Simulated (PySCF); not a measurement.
Compound: C₅H₇F₃N (doublet state).
SMILES with atom numbers: `[NH2:1][CH2:2][C:3]([F:4])([F:5])/[CH:6]=[CH:7]\[CH:8][F:9]` (hydrogens: H10, H11 on N1; H12, H13 on C2; H14 on C6; H15 on C7; H16 on C8)

Structure used (GFN2-xTB), in Å, numbered top down from 1:
```xyz
16
C5H7F3N angstrom
N     -2.5904   -0.0828   -0.0364
C     -1.5700   -1.0972   -0.1352
C     -0.1567   -0.6079    0.2318
F     -0.1830   -0.1441    1.5327
F      0.6955   -1.6891    0.2960
C      0.3875    0.4338   -0.6859
C      1.6225    1.0206   -0.5118
C      2.4855    0.7411    0.5139
F      3.6560    1.3747    0.5840
H     -2.3938    0.7018   -0.6480
H     -2.6509    0.2670    0.9139
H     -1.8259   -1.9146    0.5440
H     -1.5409   -1.4879   -1.1554
H     -0.2204    0.7002   -1.5333
H      1.9412    1.7593   -1.2350
H      2.3365    0.0340    1.3133
```

The hyperfine couplings belong to this conformer and change with its torsions.

Method: PySCF, UKS B3LYP, pcH-1 on C F H N, non-relativistic, mean-field spin-orbit, GIAO. The structure is a single GFN2-xTB conformer in the gas phase; no vibrational or solvent corrections. The geometry wasn't refined by DFT: couplings that depend on bond lengths, twists or pyramidal angles can differ widely from those at the functional's own minimum. The SCF solution wasn't tested for stability. ⟨S²⟩ is 0.775 where a pure state has 0.75.

The largest Mulliken spin populations are on C6 (+0.66), C8 (+0.57) and C7 (-0.24). The positive populations add up to 1.32 and the negative ones to -0.32, together 2S = 1. The angles at C6 add up to 360.0°, so it is planar; its axial dipolar tensor and the negative coupling of its proton fit spin in a p orbital normal to that plane.

(1) Test a(H) = Q·ρ(C) for the protons on planar carbons with a spin population beyond ±0.08.

(2) Leave H16 and its like out of the fit. How well does the relation then predict its coupling?

Answers

(1) 
| H | C | ρ(C) | a(H) (G) | a/ρ (G) |
| --- | --- | --- | --- | --- |
| H14 | C6 | +0.657 | -15.31 | -23.3 |
| H15 | C7 | -0.238 | +3.88 | -16.3 |
| H16 | C8 | +0.570 | -15.10 | -26.5 |

A least-squares line through the origin gives Q = -24.1 G with Mulliken populations. In McConnell's picture π spin on carbon polarises the C–H bond and leaves opposite spin at the proton, which makes Q negative, as found here. Where ρ is negative the coupling is positive.

(2) The other protons give Q = -22.5 G, so a = -22.5 × 0.570 = -12.82 G, against the computed -15.10 G.

Couplings in gauss use g_iso = 2.0034.

Hardware: one thread of an Arm Neoverse V2, no GPU, shared host with 96 logical CPUs at a one-minute load of 44. Cost: 82 s (grids of density and orbitals included), 0.96 GiB resident at most.
